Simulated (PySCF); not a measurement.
Numbering as in the mapped SMILES `[CH3:1][CH2:2][NH:3][SiH3:4]`. Each H is labelled by its parent atom.

Geometry: PBE0-D3(BJ)/def2-SVP; GIAO absolute shieldings from PySCF 2.14, gas phase, non-relativistic, averaged over equivalent atoms.

At PBE0/6-31G (58 basis functions, 4.4 s wall time on 1 thread of an Arm Neoverse V1, shared host):
```
 atoms  σ (ppm)
    C2    158.9
    C1    177.7
    N3    259.6
   Si4    473.2
H(Si4)    27.92
 H(C2)    29.86
 H(C1)    31.39
 H(N3)    34.18
```

Estimate the result of repeating the calculation with WP04/pcSseg-2.

Results:


| atoms | σ at WP04/pcSseg-2 | change |
| --- | --- | --- |
| C2 | 126.5 | -32.4 |
| C1 | 148.9 | -28.8 |
| N3 | 221.6 | -38.0 |
| Si4 | 386.8 | -86.4 |
| H(Si4) | 27.60 | -0.32 |
| H(C2) | 28.93 | -0.93 |
| H(C1) | 30.59 | -0.80 |
| H(N3) | 31.71 | -2.47 |

The largest change is at Si4 (silicon bonded to N, 3 H). Cost: 277 basis functions, 28 s wall time on 1 thread of an Arm Neoverse V1, shared host.
